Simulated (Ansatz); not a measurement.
Cost and result up the ladder for SiH2MeEt (C3H10Si) (14 atoms). The state is a singlet with charge 0. Geometry: PBE-D4/def2-SVP.

```xyz
14

Si    0.625   -0.664   -0.110
H    -0.011   -2.025   -0.272
H     1.478   -0.422   -1.332
C     1.709   -0.645    1.441
H     1.104   -0.840    2.350
H     2.204    0.340    1.565
H     2.501   -1.419    1.385
C    -0.736    0.658   -0.024
C    -1.643    0.718   -1.261
H    -0.242    1.640    0.146
H    -1.338    0.463    0.892
H    -2.424    1.501   -1.166
H    -1.064    0.942   -2.181
H    -2.165   -0.247   -1.433
```

Ansatz on 4 threads of AMD EPYC 7B13 on a shared host. Times are rough, and most runs start from the orbitals of an earlier one. r2SCAN0-D4/def2-TZVP serves as the yardstick here, not as an exact answer. Differences are given only for rows in sets of like size (and for xTB, whose basis is part of the method), since another set adds its own error. Binding counts from free atoms at the same level (Si triplet, H doublet, C triplet; other spins of the atoms weren't run), without zero-point energy or a counterpoise term.

LC-ωPBE has ω = 0.4 bohr⁻¹. Correlated methods freeze 8 core orbitals.

Correlated methods converge slowly with the basis.

```tsv
level	functions	wall time	binding energy per atom (eV)	difference from r2SCAN0-D4/def2-TZVP (eV)
HF/STO-3G	34	0.15 s	3.78	–
PBE-D4/def2-SVP	110	0.75 s	3.83	–
LDA (SPW92)/def2-TZVP	190	0.8 s	4.22	0.46
PBE0-D4/def2-SVP	110	0.85 s	3.81	–
PBE-D4/def2-TZVP	190	1.1 s	3.81	0.05
LC-ωPBE/def2-TZVP	190	1.6 s	3.77	0.00
PBE-D4/def2-TZVPD	244	1.8 s	3.81	0.05
PBE0-D4/def2-TZVP	190	1.8 s	3.79	0.02
r2SCAN0-D4/def2-TZVP	190	2.3 s	3.76	0.00
PBE0-D4/def2-TZVPD	244	2.5 s	3.79	0.02
r2SCAN-D4/def2-TZVP (with forces)	190	2.7 s	3.79	0.02
r2SCAN-D4/def2-TZVPD	244	3.1 s	3.79	0.02
B97M-V/def2-TZVP	190	4.5 s	3.79	0.02
CCSD(T)/def2-TZVP	190	25 s	3.66	-0.10
```
